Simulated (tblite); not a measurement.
Compound: C7H9O2 (doublet state).
Numbering: `[CH2:1][C:2](=[CH2:3])[C@H:4]1[CH2:5][O:6][CH2:7][C:8]1=[O:9]` (hydrogens: H10, H11 on C1; H12, H13 on C3; H14 on C4; H15, H16 on C5; H17, H18 on C7)

Computed geometry: GFN2-xTB, gas phase. This method treats the open shell by occupation alone, without spin polarisation.

Question: What internal coordinates does the optimisation give?

Answer: 
| bond | length (pm) |
| --- | --- |
| C1–C2 | 137.5 |
| C2=C3 | 137.7 |
| C2–C4 | 151.9 |
| C4–C5 | 153.1 |
| C5–O6 | 141.7 |
| O6–C7 | 140.6 |
| C7–C8 | 151.9 |
| C8=O9 | 119.8 |
| C4–C8 | 152.3 |
| C1–H10 | 107.4 |
| C1–H11 | 107.5 |
| C3–H12 | 107.4 |
| C3–H13 | 107.5 |
| C4–H14 | 109.0 |
| C5–H15 | 109.0 |
| C5–H16 | 110.0 |
| C7–H17 | 109.2 |
| C7–H18 | 110.2 |

A selection of angles:
| angle | degrees |
| --- | --- |
| C1–C2–C3 | 122.6 |
| C1–C2–C4 | 118.5 |
| C3–C2–C4 | 118.9 |
| C2–C4–C5 | 114.6 |
| C2–C4–C8 | 107.8 |
| C5–C4–C8 | 102.0 |
| C4–C5–O6 | 106.6 |
| C5–O6–C7 | 107.9 |
| O6–C7–C8 | 107.1 |
| C7–C8–O9 | 126.6 |
| C4–C8–C7 | 106.1 |
| C4–C8–O9 | 127.3 |

Torsions: C1–C2–C4–C5 142° (anticlinal); C2–C4–C5–O6 89° (synclinal); C4–C5–O6–C7 34° (synclinal); C5–O6–C7–C8 -26° (synperiplanar); O6–C7–C8–O9 -173° (antiperiplanar); C2–C4–C8–C7 -110° (anticlinal).

C2 (carbon bonded to 3 C) is planar (angles 122.6°, 118.9° and 118.5°, sum 360.0°, 0.01 Å off the plane of its three neighbours). The C–O distances run from 1.198 Å (C8=O9, drawn double) to 1.417 Å (C5–O6, drawn single), a spread of 0.219 Å. C1 (carbon bonded to C and 2 H) is planar (angles 122.0°, 120.5° and 117.5°, sum 360.0°, 0.01 Å off the plane of its three neighbours). C8 (carbon bonded to 2 C and O) is planar (angles 127.3°, 126.6° and 106.1°, sum 360.0°, 0.00 Å off the plane of its three neighbours). Of the pairs four or more bonds apart, O6···H12 is among the closest relative to their van der Waals radii: 2.45 Å, 90 % of the sum of Bondi's values. The C–C distances run from 1.375 Å (C1–C2, drawn single in one of several resonance forms) to 1.531 Å (C4–C5, drawn single), a spread of 0.156 Å. C3 (carbon bonded to C and 2 H) is planar (angles 122.0°, 120.3° and 117.7°, sum 360.0°, 0.00 Å off the plane of its three neighbours).

Point group: C1 (no symmetry element, even within 0.4 Å). Its GFN2-xTB frequencies are all real (lowest 48 cm⁻¹). Torsions: H–C1–C2–C3 -179° and 0°, C1–C2–C4–C5 142°, C2–C4–C5–O6 89°, C4–C5–O6–C7 34°, C5–O6–C7–C8 -26°, O6–C7–C8–O9 -173°. 3 starts were optimised and ended at 0.00, 0.45 and 1.62 kcal/mol (GFN2-xTB); the lowest of these is shown.

One conformer stands for the species.
